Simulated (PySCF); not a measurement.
**Bi(2+) (bismuth, charge +2): M06-L calculation**

Configuration: [Xe] 4f14 5d10 6s1 6p2, high-spin 4P determinant (an excited configuration). Calculation: PySCF 2.14, in aug-cc-pwCVTZ-DK3 with one added diffuse shell each of s, d, f type (12s10p9d6f1g, 138 functions); the spin-free X2C one-electron Hamiltonian (Gaussian nucleus).

```
Total energy                                                  : -21531.24 hartree
One-electron energy                                           : -29377.46 hartree
Hartree (Coulomb) energy                                      : 8249.28 hartree
Exchange-correlation energy                                   : -403.06 hartree
⟨S²⟩                                                          : 3.7521
⟨L²⟩                                                          : 2.008
Sum of ⟨r⟩                                                    : 43.75 bohr
Sum of ⟨r²⟩                                                   : 51.54 bohr²
Traceless quadrupole moment −½Σ⟨3z² − r²⟩ along its main axis : 2.98 e·bohr²
Langevin diamagnetic susceptibility                           : -40.8 ×10⁻⁶ cm³/mol
Time after the integrals                                      : about 11 core-seconds
```

```csv
shell,electrons,mean orbital energy (hartree),spread (hartree),"rms radius, mean of both spins (bohr)"
1s α,1,-3320.82239,0,0.0178
1s β,1,-3320.81845,0,0.0178
2s α,1,-598.56462,0,0.0718
2s β,1,-598.56386,0,0.0718
2p α,3,-514.79780,0.00129,0.0663
2p β,3,-514.79591,0.00244,0.0663
3s α,1,-145.66648,0,0.183
3s β,1,-145.66541,0,0.183
3p α,3,-121.44539,0.00453,0.186
3p β,3,-121.44382,0.00519,0.186
3d α,5,-95.83432,0.00390,0.170
3d β,5,-95.83258,0.00452,0.170
4s α,1,-34.30147,0,0.400
4s β,1,-34.29829,0,0.400
4p α,3,-26.26668,0.00919,0.427
4p β,3,-26.26354,0.00981,0.427
4d α,5,-16.70091,0.00879,0.453
4d β,5,-16.69683,0.00964,0.453
5s α,1,-6.57181,0,0.886
5s β,1,-6.56702,0,0.886
4f α,7,-6.37639,0.00894,0.482
4f β,7,-6.37094,0.01037,0.482
5p α,3,-4.33026,0.01652,1.00
5p β,3,-4.32692,0.02021,1.00
5d α,5,-1.72203,0.01858,1.30
5d β,5,-1.70407,0.02678,1.30
6s α,1,-1.18073,0,2.19
6p α,2,-0.75508,0,2.72
```

Spin-orbit coupling is strong in this species (close to jj coupling), so the high-spin LS determinant is a model state, not a physical level.

Densities and radii are taken from the X2C orbitals without a picture-change correction, which distorts them close to the nucleus.
